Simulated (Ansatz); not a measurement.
Relaxation of AlBrClFH₄OSi (10 atoms, charge 0, multiplicity 1), to a largest force component of 0.03 eV/Å in at most 50 steps.

All numbers below come from Ansatz, RKS B3LYP/def2-SVP.

```xyz
10
Properties=species:S:1:pos:R:3:forces:R:3
Al 0.230 -0.323 0.153 0.18 0.12 1.19
Cl 0.667 -0.302 2.301 -0.23 -0.01 -1.14
F 1.502 -0.025 -0.857 0.03 0.02 -0.03
O -1.259 -0.826 -0.418 0.01 0.02 0.04
Si -2.784 -1.328 -0.837 -0.04 -0.04 -0.01
H -3.136 -2.560 -0.071 0.01 0.03 -0.01
H -3.773 -0.256 -0.526 0.02 -0.01 -0.01
H -2.828 -1.635 -2.295 0.00 0.01 0.01
Br -0.401 3.117 1.033 0.52 -0.98 0.94
H 0.132 2.205 2.106 -0.50 0.83 -0.98
```

**Question.** Where does it end, and by what steps?

**Answer.** The run converged. After 9 steps the energy has fallen by 0.250 eV; Br9 moved furthest, 0.68 Å. Joined: Al1–Br9 (3.61 → 2.78 Å).

```csv
step,energy less start (eV),largest force component (eV/Å),accepted
0,0.0000,1.193,yes
1,-0.1231,0.330,yes
2,-0.1573,0.374,yes
3,-0.2168,0.363,yes
4,-0.1975,0.958,no
5,-0.2352,0.317,yes
6,-0.2394,0.528,yes
7,-0.2483,0.225,yes
8,-0.2502,0.054,yes
9,-0.2502,0.019,yes
```

```xyz
10
Properties=species:S:1:pos:R:3
Al 0.205 -0.158 0.278
Cl 0.786 -0.513 2.277
F 1.430 0.125 -0.810
O -1.286 -0.708 -0.286
Si -2.753 -1.259 -0.799
H -3.128 -2.505 -0.070
H -3.802 -0.225 -0.549
H -2.718 -1.550 -2.262
Br -0.441 2.508 0.738
H 0.057 2.353 2.073
```

Whether the end is a true minimum wasn't checked by a vibrational analysis.

Time of the run: 36 s on 4 threads of Arm Neoverse V2 (shared host), peak memory 0.38 GiB.
